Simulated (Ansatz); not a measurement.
**Four-centre ligand exchange**

Start structure (Si2H8SO, singlet), relaxed at PBE0-D4/def2-TZVP:

```
12
angstrom
Si 0.3418 0.3705 -0.0404
H 0.7620 -0.9336 -0.6154
O -1.2265 0.6474 -0.4385
Si -2.7718 0.1425 -0.3124
H 0.4697 0.3368 1.4386
H 1.1406 1.4765 -0.6156
H 3.9771 -0.4846 -0.4817
S 3.6174 -0.1269 0.7604
H -3.1699 0.0379 1.1170
H -2.9354 -1.1905 -0.9519
H -3.6456 1.1266 -0.9966
H 3.4407 -1.4027 1.1364
```

The step: Si₂H₆O ([SiH3][O][SiH3]) + H₂S → Si₂H₆SO ([SiH3][O][SiH2][SH]) + H₂; bonds formed: Si1–S8, H2–H7; bonds broken: Si1–H2, H7–S8. Ansatz 0.2.0; basis: def2-TZVPP and def2-QZVPP; cores frozen in the correlated methods. Extrapolation: Hartree–Fock as exp(−7.88 √X), correlation as X^−2.97. Energies below are by CCSD(T) at an estimated basis limit (MP2 extrapolated from triple and quadruple zeta, plus CCSD(T) − MP2 in triple zeta).

Q: What are the electronic barrier and the energy of the step, from the start structure to the end structure? (To be estimated.)

A: The calculation gives: Barrier 188.0 kJ/mol; step energy -45.1 kJ/mol (downhill); reverse barrier, their difference, 233.1 kJ/mol. Barrier and step energy count from the start structure, the reverse barrier from the end structure.

The saddle point: One imaginary mode of 906i cm⁻¹.
| pair | start (Å) | saddle (Å) | end (Å) |
| --- | --- | --- | --- |
| Si1–S8 | 3.41 | 2.46 | 2.13 |
| H2–H7 | 3.25 | 0.92 | 0.75 |
| Si1–H2 | 1.49 | 1.72 | 3.80 |
| H7–S8 | 1.34 | 1.80 | 3.20 |

Zero-point energy (harmonic, PBE0-D4): ZPE is 187.4 kJ/mol at the start and 186.0 kJ/mol at the saddle, so the barrier goes from 188.0 to 186.5 kJ/mol.

No T1 diagnostic of these runs exceeds 0.013.

Labels in which every atom is bracketed show which atoms are joined, not bond orders.

For scale, one of the runs: CCSD(T)/def2-TZVPP, 269 basis functions, launched by `ansatz run in.yaml --threads 4 --pin off --events-out ev --progress --plain --max-ram 9574MiB`. Hardware: 4 CPU threads of an Arm Neoverse V2, shared host. Wall time 2.5 min; peak host memory 6.3 GiB.
